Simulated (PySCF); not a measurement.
Si(Cl)(Br)(OH)(OMe) (CH4BrClO2Si), SMILES CO[Si](O)(Cl)Br. Heavy atoms are numbered as in [CH3:1][O:2][Si:3]([OH:4])([Cl:5])[Br:6]. Hydrogens are named by the atom that carries them.

Geometry optimised at B3LYP-D3(BJ)/def2-SVP. The values are those of a single conformer.

Computed with B3LYP/pcSseg-1 (PySCF).

GIAO shieldings, no solvent; atoms alike by connectivity are averaged. δ = σ(ref) − σ: ¹³C against TMS (σ = 181.3 ppm); ¹⁷O against H2O (σ = 333.8 ppm); ²⁹Si against TMS (σ = 338.7 ppm); ³⁵Cl against HCl (σ = 933.3 ppm); ¹H against TMS (σ = 31.68 ppm), references at their B3LYP-D3(BJ)/def2-TZVP geometries, non-relativistic (without spin–orbit terms, shifts of atoms bonded to Cl or Br come out too high).

```json
[
 {"atoms": "C1 (CH3)", "nucleus": "¹³C", "count": "1", "δ (ppm)": "56.8"},
 {"atoms": "O4 (OH)", "nucleus": "¹⁷O", "count": "1", "δ (ppm)": "102.9"},
 {"atoms": "O2", "nucleus": "¹⁷O", "count": "1", "δ (ppm)": "(withheld)"},
 {"atoms": "Si3", "nucleus": "²⁹Si", "count": "1", "δ (ppm)": "-25.8"},
 {"atoms": "Cl5", "nucleus": "³⁵Cl", "count": "1", "δ (ppm)": "(withheld)"},
 {"atoms": "H on C1", "nucleus": "¹H", "count": "3", "δ (ppm)": "(withheld)"},
 {"atoms": "H on O4", "nucleus": "¹H", "count": "1", "δ (ppm)": "2.87"}
]
```

Problem. Fill in the missing entries. (The exact figures need the calculation; the answer reports its results.)

Solution. 
- H on C1, δ (ppm): 4.14
- Cl5, δ (ppm): 121.4
- O2, δ (ppm): 66.5
